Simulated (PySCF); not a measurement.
## Bond curve of GaI

Set-up: Ga x2c-TZVPPall, I x2c-TZVPPall; spin-free X2C with a Gaussian nucleus (PySCF 2.14). Energies in eV from Ga + I in their ground configurations at the same level. State: ¹Σ⁺ (singlet), closed shell.

Curves on a restricted Hartree–Fock reference rise too fast on stretching and do not dissociate correctly.

| R (Å) | RHF-CCSD(T) | r²SCAN | RHF-CCSD | BLYP |
| --- | --- | --- | --- | --- |
| 2.228 |  | -3.117 |  | -2.792 |
| 2.332 | -3.401 | -3.552 | -3.262 | -3.283 |
| 2.436 | -3.632 | -3.784 | -3.495 | -3.566 |
| 2.513 | -3.707 | -3.862 | -3.571 | -3.680 |
| 2.591 | -3.720 | -3.879 | -3.586 | -3.731 |
| 2.669 | -3.686 | -3.851 | -3.553 | -3.735 |
| 2.772 | -3.588 | -3.761 | -3.458 | -3.685 |
| 2.902 | -3.409 | -3.594 | -3.282 | -3.563 |
| 3.057 | -3.147 | -3.345 | -3.024 | -3.364 |
| 3.265 |  | -2.983 |  | -3.059 |

Task: Put a parabola through the three lowest points of the RHF-CCSD(T) curve and estimate Re, k and ωe (reduced mass 44.67 u; 1 eV/Å² = 0.16022 mdyn/Å; ωe = 1302.8·√(k/μ) cm⁻¹).

Result: Through R = 2.513, 2.591, 2.669 Å the second-order coefficient is 3.86 eV/Å², so Re ≈ 2.574 Å, k ≈ 1.24 mdyn/Å and ωe ≈ 217 cm⁻¹. A polynomial fit of higher order to the unrounded RHF-CCSD(T) energies gives Re = 2.570 Å, k = 1.33 mdyn/Å, ωe = 225 cm⁻¹; anharmonicity and rounding make the difference.

The higher-order fit for each curve: RHF-CCSD(T): Re = 2.570 Å, ωe = 225 cm⁻¹, De = 3.72 eV; r²SCAN: Re = 2.578 Å, ωe = 219 cm⁻¹, De = 3.88 eV; RHF-CCSD: Re = 2.573 Å, ωe = 224 cm⁻¹, De = 3.59 eV; BLYP: Re = 2.636 Å, ωe = 202 cm⁻¹, De = 3.74 eV.

Correlated steps freeze 27 core orbitals. Spin–orbit coupling is left out, which matters for elements this heavy, above all for dissociation energies. Where the molecule has an RHF reference, its open-shell atoms are computed with UHF.
